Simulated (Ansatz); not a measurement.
`[SiH3][O][GeH2]` radical. The species carries charge 0 and has multiplicity 2.

```tsv
atom	x (Å)	y (Å)	z (Å)
Si1	1.084	-0.625	0.451
O2	-0.388	-0.495	-0.255
Ge3	-1.676	0.730	-0.256
H4	0.957	-1.134	1.842
H5	1.769	0.697	0.494
H6	1.897	-1.576	-0.348
H7	-1.012	2.107	-0.535
H8	-2.631	0.297	-1.393
```

Question: List the harmonic frequencies (cm⁻¹, unscaled) at PBE0-D4/def2-TZVP in Ansatz. (Best estimate.)

Answer: The calculation gave: 39, 83, 114, 516, 633, 689, 724, 737, 827, 950, 957, 980, 1020, 2044, 2104, 2206, 2219, 2239.

Question: Is this a minimum?

Answer: Yes, all 18 modes are real.

Question: Give the ideal-gas thermochemistry at 298.15 K and 1 bar (rigid rotor, harmonic oscillator; point group C1, symmetry number 1).

Answer: Zero-point energy 114.1 kJ/mol; H(298) − E = 132.6 kJ/mol; entropy 342.1 J/(mol·K), of which translation 168.7, rotation 105.6, vibration 62.0, electronic 5.8; G(298) − E = 30.6 kJ/mol. Modes under 100 cm⁻¹ are hindered rotations or soft bends, so the harmonic entropy is rough.
